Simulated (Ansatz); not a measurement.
Program: Ansatz.

The input (input.yaml):

```yaml
crystal:
  periodic: [false, false, false]
  atoms:
    - { symbol: Ge, position_ang: [-0.229364, -0.302328, -0.473381] }
    - { symbol: Se, position_ang: [-0.203147, 0.978211, 1.505699] }
    - { symbol: H, position_ang: [0.398686, -1.686334, -0.234513] }
    - { symbol: H, position_ang: [-1.716317, -0.443792, -0.830427] }
    - { symbol: H, position_ang: [0.526387, 0.424205, -1.599343] }
    - { symbol: H, position_ang: [1.265955, 0.965938, 1.585765] }
basis:
  gaussian: { orbitals: def2-SVP }
hamiltonian:
  xc: pbe0
  dispersion: d4
neb:
  order_check: false
  images: 7
  f_tol: 0.2
  max_iterations: 8
  final_atoms:
    - { symbol: H, position_ang: [1.65847866, 0.49508434, 0.91422902] }
    - { symbol: H, position_ang: [0.80163696, 0.50351424, -1.46034254] }
    - { symbol: H, position_ang: [-2.23852412, -0.02014693, -0.21520627] }
    - { symbol: H, position_ang: [0.68130052, -1.60504917, -0.08958706] }
    - { symbol: Se, position_ang: [-1.46249602, 0.6317998, 0.85131224] }
    - { symbol: Ge, position_ang: [0.60180399, -0.06930227, -0.04660539] }
  initial_path: idpp
```

Launched with:

```bash
$ ansatz run input.yaml --threads 2 --pin off --max-ram 3072MiB --backend cpu --events-out ev --progress --plain --runs-dir out
```

**Question.** What happens when this is run?

**Answer.** The input was rejected before any iteration.

```
Error: 4 input errors — fix all and re-run
  1. invalid value for `neb.final_atoms`: atom 0 is H but atom 0 of crystal.atoms is Ge — the final endpoint must list the same atoms in the same order
  2. invalid value for `neb.final_atoms`: atom 1 is H but atom 1 of crystal.atoms is Se — the final endpoint must list the same atoms in the same order
  3. invalid value for `neb.final_atoms`: atom 4 is Se but atom 4 of crystal.atoms is H — the final endpoint must list the same atoms in the same order
  4. invalid value for `neb.final_atoms`: atom 5 is Ge but atom 5 of crystal.atoms is H — the final endpoint must list the same atoms in the same order
```
